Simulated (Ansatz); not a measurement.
CH8FNSi2 can be A, `CN([SiH3])[SiH2]F`, or B, `NC(F)([SiH3])[SiH3]`.

Gas-phase electronic energies from Ansatz, PBE0-D4/def2-TZVP geometries. CCSD(T)/CBS is the MP2 limit (def2-TZVPP, def2-QZVPP) plus CCSD(T) − MP2 in def2-TZVPP, frozen cores. DFT in def2-TZVPP. One conformer a species, not always the lowest.

(1) Which isomer does CCSD(T)/CBS put lower? Give the gap. (An estimate is asked.)

(2) Give E(B) − E(A) in kcal/mol with CCSD/def2-TZVPP, MP2/def2-TZVPP, PBE-D4, PBE0-D4, r2SCAN-D4, ωB97M-V, CCSD(T)/def2-TZVPP. (An estimate is asked.)

Largest T1 diagnostic: 0.013.

Answers

(1) Ansatz gave: A, by 82.3 kcal/mol.

(2) Ansatz gave: CCSD/def2-TZVPP 82.9, MP2/def2-TZVPP 85.3, PBE-D4 71.6, PBE0-D4 76.2, r2SCAN-D4 77.8, ωB97M-V 78.9, CCSD(T)/def2-TZVPP 81.6. None reverses the order clearly.

From PBE to PBE0 (25 % exact exchange), in def2-TZVPP and without D4, E(B) − E(A) moves by +4.5 kcal/mol. In def2-TZVPP, CCSD(T) changes the Hartree–Fock value by −6.0 kcal/mol (the triples alone add −1.4 kcal/mol) and MP2 by −2.2 kcal/mol.
